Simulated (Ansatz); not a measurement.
B$_{2}$F$_{2}$H$_{6}$N$_{2}$, SMILES `F[B@H-]1[NH2+][B@@H-](F)[NH2+]1`, relaxed with RKS PBE0-D4/def2-TZVP in Ansatz 0.2.0 from a PBE-D4/def2-SVP geometry. The force threshold is 0.005 eV/Å; the program also tests the step.

Total charge 0; spin multiplicity 1.

Start:

```xyz
12

F     1.328    0.976    1.473
B     0.997    0.460    0.231
N     0.386   -1.025    0.356
B    -0.918   -0.488   -0.422
F    -2.071   -0.706    0.315
N    -0.415    1.035   -0.287
H     1.865    0.526   -0.636
H     0.912   -1.787   -0.082
H     0.180   -1.281    1.333
H    -0.939   -0.862   -1.591
H    -0.919    1.549    0.450
H    -0.406    1.604   -1.139
```

Q: By how much does the energy fall, and how many steps does the optimiser take? (Estimate.)

A: Computed: 3.88 kJ/mol, in 6 steps.

Q: Which bonds change most? (Best estimate.)

A: Computed: B4–H10 from 1.228 to 1.206 Å; B2–H7 from 1.228 to 1.206 Å; N3–H9 from 1.030 to 1.015 Å; N6–H11 from 1.030 to 1.015 Å.

Q: Give the relaxed structure. (Estimate.)

A: Ansatz gave: 
```xyz
12

F     1.331    0.971    1.454
B     0.990    0.455    0.224
N     0.381   -1.016    0.357
B    -0.908   -0.485   -0.422
F    -2.059   -0.707    0.299
N    -0.413    1.028   -0.280
H     1.835    0.515   -0.635
H     0.900   -1.769   -0.072
H     0.176   -1.265    1.320
H    -0.918   -0.848   -1.573
H    -0.911    1.532    0.448
H    -0.405    1.589   -1.120
```
